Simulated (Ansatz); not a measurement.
Ideal-gas functions of `F[C@H]1[SiH2][Ge@@H]1[Cl]` at 298.15 K and 1 bar, from an Ansatz frequency run at PBE0-D4/def2-TZVP.

Molar mass 171.19 g/mol, point group C1 (symmetry number 1), electronic degeneracy 1, moments of inertia 149.0, 400.616, 463.919 u Å². Harmonic wavenumbers (cm⁻¹, unscaled): 86, 100, 207, 240, 338, 360, 431, 499, 533, 605, 667, 671, 701, 903, 922, 1125, 1319, 2169, 2227, 2257, 3065.

Use S(trans) = R[1.5 ln M + 2.5 ln T − 1.1517]; rotational temperatures θ = 24.2544 K / I; S(rot) = R[ln(√π/σ · √(T³/θAθBθC)) + 1.5]; for each mode x = 1.438777 ν̃/T, S = R[x/(eˣ − 1) − ln(1 − e⁻ˣ)] and H = RT x/(eˣ − 1); 1 cm⁻¹ = 0.0119627 kJ/mol; R = 8.31446 J/(mol·K).

By hand: the entropy, in J/(mol·K).

Translation 173.0. Rotation: θ = 0.1628, 0.0605, 0.0523 K, giving 119.8. Vibration, mode by mode: 15.69, 14.45, 8.66, 7.54, 5.11, 4.69, 3.58, 2.76, 2.43, 1.85, 1.45, 1.43, 1.28, 0.58, 0.54, 0.24, 0.11, 0.00, 0.00, 0.00, 0.00, in all 72.4. Electronic 0.0. Sum 365.2 J/(mol·K).

By hand: H − E and G − E in kJ/mol, counted from the electronic energy.

Zero-point energy ½ × 19425 × 0.0119627 = 116.2; thermal vibration 12.2; translation, rotation and pV give 4 RT = 9.9. H − E = 138.3 kJ/mol, and G − E = 138.3 − 298.15 × 365.2/1000 = 29.4 kJ/mol.

Vibration gives 20 % of the entropy, 30.1 J/(mol·K) of it from the modes under 150 cm⁻¹: soft modes count most, and the harmonic formula is weakest for them. The sum counts one conformer and one mirror image; others add a mixing term.
